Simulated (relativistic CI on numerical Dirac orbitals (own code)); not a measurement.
**Ba21+: sensitivity of the levels to the model**

Base calculation: Dirac-Coulomb-Breit CI, KLI orbitals optimised for each configuration, model QED, unscaled Slater integrals.

Configuration list (outside the closed core [Ar] 3d10): 4s2.4p5, 4s.4p6, 4s2.4p4.4d, 4s.4p5.4d, 4s2.4p4.4f, 4s.4p5.4f, 4p6.4d, 4s.4p4.4d2, 4s2.4p3.4d.4f, 4p6.4f, 4s2.4p4.5s, 4p5.4d2, 4p4.4d3, 4p4.4d2.4f, 4p4.4d2.5s. Double excitations out of closed p, d and f shells are left out; levels of such configurations are missing from the list, as are those of other unlisted configurations, and high levels can miss mixing partners.

Variants: (1) QED terms removed; (2) one mean potential for all configurations. Shifts of the energy above 4s2.4p5 2P°_3/2, in cm⁻¹, for the lowest level and the first level of each name with at least 55 % of one term (blank where a level changes its place among those of its configuration and J or its character, or is not in the variant):

| Level | Base | Δ(1) | Δ(2) |
| --- | --- | --- | --- |
| 4s2.4p5 2P°_3/2 | 0 | 0 | 0 |
| 4s2.4p5 2P°_1/2 | 156227 | -249 | +3 |
| 4s.4p6 2S_1/2 | 581652 | +2114 | +19 |
| 4s2.4p4.4d 4D_5/2 | 692035 | +335 | -84 |
| 4s2.4p4.4d 4F_9/2 | 734709 | +268 | -88 |
| 4s2.4p4.4d 4P_1/2 | 772595 | +402 | -80 |
| 4s2.4p4.4d 4D_1/2 | 820795 | +116 | -76 |
| 4s2.4p4.4d 2G_9/2 | 905320 | +23 | -87 |
| 4s2.4p4.4d 2S_1/2 | 984266 | +497 | -78 |
| 4s.4p5.4d 4P°_1/2 | 1326986 | +2993 | -48 |
| 4s.4p5.4d 4P°_3/2 | 1340768 | +2959 | -52 |
| 4s.4p5.4d 4F°_7/2 | 1351240 | +2803 | -86 |
| 4s.4p5.4d 4F°_9/2 | 1356462 | +2751 | -84 |
| 4s.4p5.4d 4D°_1/2 | 1417324 | +2788 | -90 |

At this charge energies of transitions that change n are usually good to better than 1 %, and those within a shell (Δn = 0) to a few per cent.

Ionisation energy from the two ground configurations alone: base 679.352 eV. The NIST ASD value (theoretical) is 679 eV.

LS names give the leading component of a level, which can be under half, so a name can repeat, a term be missing and a line seem to break the LS rules.
